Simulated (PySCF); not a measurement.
## `O=CN([SiH3])[SiH3]` in a uniform electric field

Species: CH₇NOSi₂.
Structure used (PBE0-D3(BJ)/def2-SVP), in Å, numbered top down from 1:
```
atom  x, y, z in Å
O1    -1.2692    2.0052    0.6328
C2    -0.1674    1.5167    0.5222
N3     0.0282    0.2311    0.0833
Si4    1.6235   -0.5104   -0.1097
Si5   -1.5147   -0.6020   -0.2848
H6     0.7623    2.0796    0.7699
H7     1.7311   -1.7330    0.7361
H8     2.6203    0.5095    0.3261
H9     1.8552   -0.8809   -1.5351
H10   -2.3568   -0.7329    0.9332
H11   -1.0707   -1.9575   -0.7328
H12   -2.2393    0.0731   -1.3935
```

Level: PBE0/def2-SVPD (PySCF); nuclei fixed, core orbitals frozen in the response. Permanent dipole (2.247, -1.718, -0.482) D (1 au = 2.5417 D). Static polarisability (au):

```
x   86.53 -3.50 -0.09
y   -3.50 80.28  6.01
z   -0.09  6.01 64.79
```

Only the terms in μ and α are kept: μ(F) = μ + αF and ΔE = −μ·F − ½ F·αF.

Apply 0.002 au along ±x, ±y and ±z in turn. Tabulate induced and total dipoles and both energy terms.

```csv
field along,induced x (D),induced y (D),induced z (D),total size (D),−μ·F (kJ/mol),−½F·αF (kJ/mol)
+x,0.440,-0.018,0.000,3.235,-4.642,-0.454
−x,-0.440,0.018,0.000,2.528,+4.642,-0.454
+y,-0.018,0.408,0.031,2.625,+3.549,-0.422
−y,0.018,-0.408,-0.031,3.148,-3.549,-0.422
+z,0.000,0.031,0.329,2.814,+0.996,-0.340
−z,0.000,-0.031,-0.329,2.961,-0.996,-0.340
```

For the field (-0.0012, 0.0004, 0.0018) au, what is the induced dipole, and what angle does it make with the field?

αF = (-0.268, 0.120, 0.303) D, at 9.7° to the field. The polarisability along this direction, F·αF/F², is 74.33 au, against a mean of 77.20 au.

At what field along the permanent dipole would the induced dipole along it equal the permanent one, in this linear picture?

The polarisability along the dipole is 88.19 au, so F = 1.1289 au / 88.19 au = 0.0128 au = 0.66 V/Å; higher-order terms are ignored.

What field makes μF equal to kT at 298 K?

kT = 0.9437 × 10⁻³ Eh, so F = 0.000836 au = 4.3 MV/cm.

Induction energy −ᾱe²/2R⁴ of a unit charge at 14 Å, the molecule taken as a point?

R = 26.46 bohr, so the energy is −77.2/(2 × 26.46⁴) Eh = -0.207 kJ/mol. The charge–dipole term at its most favourable orientation, −μe/R², is -4.23 kJ/mol.

Geometry: PBE0-D3(BJ)/def2-SVP; no solvent, vibrations or thermal averaging.

The run behind these numbers computed excited states and ΔSCF ions as well. On Arm Neoverse V1, one thread, shared host, this took 94 s of wall time.
